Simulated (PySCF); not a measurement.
All numbers come from PBE in PySCF with Mo def2-SVP with ECP28, N def2-SVP, Cl def2-SVP; scalar-relativistic core potentials, no spin–orbit coupling; density-fitted integrals. Open shells, if any, are unrestricted.

Problem. What shape and geometry does isolated singlet MoNCl₃ take (every ligand bound to Mo)?

Solution. Formally Mo is in oxidation state +6, d0. The polar-tensor charge on Mo, 1.48, is far below the formal one. The lowest minimum found is a singlet of C3v symmetry with Mo–Cl 2.268 Å (×3), Mo–N 1.641 Å; Cl–Mo–Cl 113.2° (×3), Cl–Mo–N 105.4° (×3). Its harmonic wavenumbers are 102 (e), 137 (a1), 263 (e), 378 (a1), 433 (e), 1124 (a1) cm⁻¹ and its dipole moment is 1.40 D.

Other isomers or separated fragments may lie lower.
